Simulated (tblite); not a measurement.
Compound: C7H8.
InChI=1S/C7H8/c1-7-3-2-4-5(7)6(4)7/h2-6H,1H3/t4-,5+,6-,7+

Computed with GFN2-xTB (tblite): harmonic, unscaled wavenumbers at the GFN2-xTB geometry, gas phase. Against measured fundamentals such values can be off by several per cent, at times by over 20.

Harmonic wavenumbers (cm⁻¹): 139.1, 271.9, 299.7, 494.0, 541.1, 617.7, 729.1, 767.9, 807.7, 818.2, 823.8, 827.3, 854.7, 898.8, 940.2, 951.4, 1006.9, 1021.5, 1040.7, 1061.6, 1098.3, 1107.3, 1174.9, 1217.4, 1282.9, 1357.4, 1408.7, 1449.8, 1488.3, 1493.7, 1633.4, 3016.9, 3024.7, 3035.8, 3085.1, 3141.7, 3151.8, 3155.3, 3168.9.

A = 5328, B = 3191, C = 2343 MHz; mass 92.063 u (most abundant isotopes); point group Cs, symmetry number 1.

Problem. What is the zero-point energy?

Solution. Half the sum of the wavenumbers: 27203 cm⁻¹ = 325.42 kJ/mol.

Problem. What is S at 273.15 K and 1 bar for an ideal gas of classical rigid rotors and harmonic oscillators?

Solution. Translation 163.44, rotation 109.75, vibration 35.58: S = 308.8 J/(mol K).

Problem. And Cp and H(273.15 K) − H(0)?

Solution. Cp = 97.17 J/(mol K), of which vibrations give 63.91 (their classical limit is 39 R = 324.3); H(273.15 K) − H(0) = 15.41 kJ/mol without the zero-point energy, 6.33 from vibrations.

Problem. How do the functions run with temperature in this model?

Solution. 
| T (K) | S (J/(mol K)) | Cp (J/(mol K)) | H − H(0) (kJ/mol) | G − H(0) (kJ/mol) | ln q(vib) |
| --- | --- | --- | --- | --- | --- |
| 50 | 217.5 | 36.1 | 1.70 | -9.18 | 0.02 |
| 100 | 245.1 | 44.8 | 3.71 | -20.80 | 0.18 |
| 298.15 | 317.7 | 107.1 | 17.96 | -76.76 | 1.76 |
| 373.15 | 344.9 | 136.2 | 27.10 | -101.61 | 2.64 |
| 500 | 390.8 | 177.8 | 47.14 | -148.28 | 4.39 |
| 750 | 474.2 | 232.4 | 99.02 | -256.66 | 8.26 |
| 1000 | 546.1 | 266.4 | 161.68 | -384.44 | 12.19 |

q(vib) and H(0) count from the zero-point level.

Problem. Blend soft modes into free rotors: weight 1/[1 + (100 cm⁻¹/ν̃)⁴] for the oscillator and the rest for a rotor with moment μB/(μ + B), μ = h/(8π²ν), B = 10⁻⁴⁴ kg m². What vibrational entropy results?

Solution. 35.45 J/(mol K) in place of 35.58, which changes −T·S at 273.15 K by +0.03 kJ/mol.

Problem. Which modes carry the vibrational entropy at 273.15 K?

Solution. 139.1 cm⁻¹: 11.08; 271.9 cm⁻¹: 6.00; 299.7 cm⁻¹: 5.33; 494.0 cm⁻¹: 2.37; 541.1 cm⁻¹: 1.95; 617.7 cm⁻¹: 1.41 J/(mol K); the other 33 give 7.42 together.

Problem. What must be added to the electronic energy to get the Gibbs energy at 273.15 K and 1 bar?

Solution. ZPE + [H(273.15 K) − H(0)] − T·S = 325.42 + 15.41 − 84.34 = 256.49 kJ/mol.

Hindered rotation and anharmonicity are outside this model.
